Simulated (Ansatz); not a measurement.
K5⁺. The state is a singlet with charge 1. Geometry PBE/def2-SVP.

```xyz
5

K    -0.1027    0.1656    0.0222
K     1.9923    2.4465    3.3936
K     4.3950    0.7212    0.4061
K    -2.5200   -3.5093   -1.1098
K    -3.7646    0.1760   -2.7121
```

The restricted singlet is unstable towards broken spin symmetry in Hartree–Fock (as tested in another run); at HF/STO-3G, PBE/def2-SVP, PBE/def2-TZVP, PBE0/def2-SVP and others this wasn't settled. The structure comes from a short search, and lower isomers may exist.

Task: Estimate the orbital energies around the gap (eV) in Ansatz with HF/STO-3G, PBE/def2-SVP, PBE/def2-TZVP, PBE0/def2-SVP, BHLYP/def2-TZVP.

Result: 
| orbital | HF/STO-3G | PBE/def2-SVP | PBE/def2-TZVP | PBE0/def2-SVP | BHLYP/def2-TZVP |
| --- | --- | --- | --- | --- | --- |
| HOMO−5 | -26.48 | -21.42 | -21.13 | -23.38 | -25.00 |
| HOMO−4 | -26.47 | -21.15 | -20.88 | -23.10 | -24.88 |
| HOMO−3 | -26.43 | -21.15 | -20.88 | -23.10 | -24.87 |
| HOMO−2 | -26.42 | -21.06 | -20.79 | -23.00 | -24.79 |
| HOMO−1 | -4.46 | -5.51 | -5.46 | -5.90 | -6.23 |
| HOMO | -3.61 | -5.11 | -5.06 | -5.41 | -5.67 |
| LUMO | 1.43 | -4.13 | -4.10 | -3.65 | -3.22 |
| LUMO+1 | 1.50 | -4.08 | -4.05 | -3.62 | -3.15 |
| LUMO+2 | 1.53 | -4.05 | -4.03 | -3.57 | -3.13 |
| LUMO+3 | 4.67 | -3.36 | -3.35 | -2.87 | -2.28 |
| LUMO+4 | 5.66 | -3.29 | -3.29 | -2.79 | -2.21 |
| LUMO+5 | 5.78 | -3.27 | -3.24 | -2.76 | -2.20 |
